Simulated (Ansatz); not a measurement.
System: CHClF, charge -1, multiplicity 1. It need not be the lowest isomer of its formula. Whether it binds its extra electron was not tested at this geometry. 
Geometry from a B3LYP-D3(BJ)/def2-TZVP (Ansatz, a first-principles code) optimisation:
```
C
H 1 1.1132
F 1 1.4312 2 100.43
Cl 1 2.0454 2 92.65 3 -103.15
```
Charge -1, spin multiplicity 1.

Basis-set convergence of Hartree-Fock and CCSD correlation energies (hartree) with Ansatz. Correlated levels leave the core frozen unless marked. Spin-orbit coupling is left out. Non-relativistic.

| basis | functions | E(HF) | E(corr, CCSD) |
|---|---|---|---|
| aug-cc-pV(D+d)Z | 87 | -597.35366 | -0.53402 |
| aug-cc-pV(T+d)Z | 170 | ? | ? |

Some entries are withheld; supply them.


- aug-cc-pV(T+d)Z, E(HF): -597.40045
- aug-cc-pV(T+d)Z, E(corr, CCSD): -0.65671
